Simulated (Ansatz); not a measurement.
The cluster GeS2 was relaxed with PBE0-D4 (def2-TZVP) in Ansatz in these states: neutral quintet, neutral triplet. The geometries follow in no particular order.

A:

```xyz
3

Ge    0.000    0.000    0.000
S    -0.888   -2.185   -0.246
S     0.888    2.185    0.246
```

B:

```tsv
atom	x (Å)	y (Å)	z (Å)
Ge1	0.260	-0.680	0.488
S2	-1.725	-0.085	0.014
S3	1.465	0.765	-0.502
```

**Question.** Judge from the bond lengths which geometry belongs to which state (an estimate).

**Answer.** A is the neutral quintet (Ge1–S3 2.371 Å, Ge1–S2 2.371 Å); B is the neutral triplet (Ge1–S3 2.126 Å, Ge1–S2 2.126 Å).

At PBE0-D4/def2-TZVP a singlet lies 4.95 eV below the neutral quintet. At PBE0-D4/def2-TZVP a singlet lies 1.44 eV below the neutral triplet. These are the stationary points nearest to one start from a short search; other shapes may lie lower in each state.
